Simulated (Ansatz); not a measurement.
`OB(F)CF` + H₂ → `OBCF` + H–F  (hydrogenolysis of a B–F bond)

Gas-phase electronic energies from Ansatz, PBE0-D4/def2-TZVP geometries. CCSD(T)/CBS adds triple-zeta CCSD(T) − MP2 to the extrapolated MP2 energy (def2 sets, frozen cores). This one scheme is used for every species. Functionals use def2-TZVPP. One conformer a species, not always the lowest.

```json
{"level": "r2SCAN", "ΔE (kcal/mol)": "35.4"}
{"level": "HF/def2-QZVPP", "ΔE (kcal/mol)": "32.4"}
```

(1) What does CCSD(T)/CBS give? (An estimate is asked.)

Largest T1 diagnostic among the species: 0.012.

## Answers

(1) Computed: +32.0 kcal/mol. The listed levels differ from it by 3.4, 0.4 kcal/mol.

At CCSD(T), def2-SVP lies +4.4 kcal/mol from the extrapolated value and def2-TZVPP +0.7 kcal/mol. From r2SCAN to r2SCAN0 (25 % exact exchange), in def2-TZVPP and without D4, ΔE moves by −1.1 kcal/mol. Leaving LDA and LC-ωPBE aside and taking each functional with its dispersion term where it has one, the values, not all of them listed here, spread over 3.3 kcal/mol, from HSE06-D4 to B97M-V. LDA lies +2.4 kcal/mol from PBE without D4.
